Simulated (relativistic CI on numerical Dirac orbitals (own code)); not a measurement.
L2,3 absorption of manganese in several valence states

Computed multiplet spectra 2p⁶3dⁿ → 2p⁵3dⁿ⁺¹ (Dirac-Coulomb-Breit ions, Slater integrals scaled by 0.8, an assumed crystal field that grows with the charge, no charge transfer; 300 K; Lorentzian 0.4 eV and Gaussian 0.3 eV FWHM at both edges, so that L2 comes out sharper than in experiment). Peaks over 5 % are given in eV from the highest peak in the L3 region of each spectrum (height, largest 100). S of the lowest state is read from ⟨S²⟩, and the branching ratio is the share of L3, cut at the minimum between the edges.

Field parameters in Wybourne normalisation: Td as Oh with Dq negative (B⁴₀ = 21Dq, B⁴₄ = √(5/14) B⁴₀). The field is a parameter set, without covalency.

- Mn2+ (d5, Td, 10Dq = -4150 cm⁻¹): S = 2.50, high spin, branching ratio 0.76; peaks 0.0 (100), 1.2 (39), 3.7 (13), 10.5 (17), 12.1 (25)
- Mn3+ (d4, Td, 10Dq = -5350 cm⁻¹): S = 2.00, high spin, branching ratio 0.77; peaks -4.3 (5), -3.3 (9), -2.7 (10), 0.0 (100), 0.6 (84), 2.9 (51), 5.0 (8), 6.5 (29), 7.7 (23), 9.4 (18), 11.1 (35), 11.7 (33), 13.9 (12)
- Mn4+ (d3, Td, 10Dq = -6600 cm⁻¹): S = 1.50, branching ratio 0.62; peaks -2.5 (16), 0.0 (100), 1.7 (64), 3.3 (30), 7.0 (34), 7.6 (28), 8.9 (31), 10.3 (42), 11.7 (44), 13.8 (7)
- Mn5+ (d2, Td, 10Dq = -7800 cm⁻¹): S = 1.00, branching ratio 0.52; peaks -3.6 (5), -2.2 (9), 0.0 (100), 2.0 (22), 2.9 (30), 7.4 (32), 8.7 (48), 11.1 (69)

The centroid of the whole edge, which also moves with the branching ratio, lies at 645.3 (Mn2+), 648.3 (Mn3+), 652.3 (Mn4+), 657.7 (Mn5+) eV in this ionic model, in steps of 3.0 to 5.4 eV. Compounds show about 1 to 2 eV a unit and lower energies for the high valences, since ligands screen the charge. The multiplet shape follows the d count and the spin state, and so serves as a fingerprint of valence.
